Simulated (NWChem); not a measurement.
System: AlH, singlet; SMILES [AlH]

Here is an NWChem input.

```
start job
memory heap 200 mb stack 900 mb global 1100 mb
geometry units angstroms noautosym nocenter noautoz
  Al     0.000000     0.000000     0.142274
  H      0.000000     0.000000    -1.524908
end
basis spherical
  * library def2-svpd
end
dft
  xc xpbe96 cpbe96
  iterations 150
end
property
  response 1 0.0
end
task dft property
```

Low-valent species are run as closed-shell singlets; no triplet was tried in these runs. Coordinates come from a PBE0/def2-SVP optimisation.

Static field.

### Question
Give the results of this calculation. (PBE/def2-SVPD.) Quantities: basis functions; isotropic polarisability (bohr³); anisotropy (bohr³).

### Answer
- number of basis functions: 32
- isotropic polarisability (bohr³): 46.5
- anisotropy (bohr³): 5.4
